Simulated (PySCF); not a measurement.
# Computed records: BClH₃NO

All values are calculated (PySCF 2.14.0). Calculation on a computer-drawn molecule: the log of a Hartree-Fock and frozen-core CCSD(T) single point meant for a local Hartree-Fock minimum, with one planted fault or none, to be diagnosed. Offsets are logged minus clean, where the clean run is the same molecule without the fault. The reference is restricted for singlets and unrestricted otherwise, and also for a bond in bohr or an excited solution. Adding or removing an electron swaps singlet and doublet. The excited solution moves the top pair (singlet) or top alpha electron (doublet) to the lowest empty orbital. Highest occupied and lowest empty are orbital energies over both spins, largest force is the largest gradient component, triples share is (T) over the correlation energy, the T1 limit is 0.02 restricted and 0.045 unrestricted, electrons count all cores, a negative frequency is imaginary (commonest isotopes), and the dipole is about the centre of nuclear charge.

```xyz
7
formula=BClH3NO meant_charge=0 meant_multiplicity=1 meant_basis=cc-pV(D+d)Z logged_electrons=40 logged_basis_functions=80 logged_SCF_converged=yes logged_spin_squared=0.7153 logged_highest_occupied=-11.116 logged_lowest_empty=1.9633 logged_largest_force=0.031942 logged_T1_diagnostic=0.05731 logged_D1_diagnostic=0.29864 logged_triples_share=0.031672 logged_CC_converged=yes logged_dipole_magnitude=1.4135 logged_SCF_stable_within_its_kind=yes logged_energy_HF=-615.25802 logged_energy_CCSD(T)=-615.87869 possible_faults=no_fault,one_electron_removed,one_electron_added,multiplicity_raised_by_two,geometry_at_a_saddle_point,SCF_held_on_an_excited_solution,minimal_basis_STO-3G,one_bond_length_entered_in_bohr,all_coordinates_scaled planted_fault=one_bond_length_entered_in_bohr,row_5_of_the_drawn_bonds HF_energy_offset_from_clean_run=99.02 CCSD(T)_energy_offset_from_clean_run=98.69
N      1.9055     0.0748    -1.1928
B      1.8927     0.6573     0.0695
O      2.1757     1.9691     0.2431
Cl     1.4896    -0.3607     1.5023
H      2.1240     0.6064    -2.0092
H      1.5201    -1.7434    -1.4919
H      2.1368     2.2555     1.1422
```

Units: logged_highest_occupied, logged_lowest_empty in eV; logged_largest_force in hartree/bohr; logged_dipole_magnitude in debye; logged_energy_HF, logged_energy_CCSD(T) in hartree; HF_energy_offset_from_clean_run, CCSD(T)_energy_offset_from_clean_run in kcal/mol.

Drawn bonds:
| atom | other atom | order |
| --- | --- | --- |
| 1 | 2 | 1 |
| 2 | 3 | 1 |
| 2 | 4 | 1 |
| 1 | 5 | 1 |
| 1 | 6 | 1 |
| 3 | 7 | 1 |

Notes: T1 above single-reference limit.
